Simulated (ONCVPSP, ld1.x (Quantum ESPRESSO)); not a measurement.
**Potentials for lithium compared**

Generated with ld1.x 7.5 (TM, RRKJ, ultrasoft, PAW), atompaw 4.2 or ONCVPSP 4.0.1. The cutoff is in Ry: for ld1.x and atompaw files where the sum of valence levels is converged to 10 mRy in a Bessel basis, for ONCV files where the hardest occupied wave has 1 mHa per electron of residual kinetic energy. The error is the largest all-electron minus pseudo excitation energy over each file’s own four to seven test configurations (ionisations up to +4, promotions, holes and added fractions of an electron), all of which were solved. The labels leave out finer settings (local radius, basis sizes, second energies), which also bear on the numbers. Spin-polarised tests are not counted. The rows are a selection from randomly drawn settings: files with unsolved tests, undetermined cutoffs or missed reference levels are left out.

| potential | cutoff (Ry) | largest error (meV) | bound ghosts |
| --- | --- | --- | --- |
| ONCV, LDA (Perdew-Zunger), scalar-relativistic, rc 0.90/0.90 (sp), local smoothed, core correction no, reference 1s2 2s1, qcut 14/10.7, projectors 2/2 | 125 | +337 | none |
| ONCV, LDA (Perdew-Wang 92), scalar-relativistic, rc 1.30/1.25 (sp), local smoothed, core correction no, reference 1s2 2s1, qcut 8.5/6.9, projectors 3/1 | 61 | +1173 | none |
| ONCV, PBEsol, scalar-relativistic, rc 0.95/0.95/0.80 (spd), local smoothed, core correction no, reference 1s2 2s1, qcut 15.5/7.7/12.4, projectors 2/1/2 | 135 | +313 | none |
| TM, LDA (PZ), non-relativistic, rc 2.85/4.20 (sp), local smoothed, core correction no, reference 2s1 2p0 | 6 | +5.4 | none |

Q: Fill in the row for Li: ONCV, PBEsol, scalar-relativistic, rc 1.00/1.00/1.05 (spd), local smoothed, core correction no, reference 1s2 2s1, qcut 12.1/7.8/10.1, projectors 2/2/2.

A: cutoff 98 Ry, largest error +569 meV, bound ghosts: none.
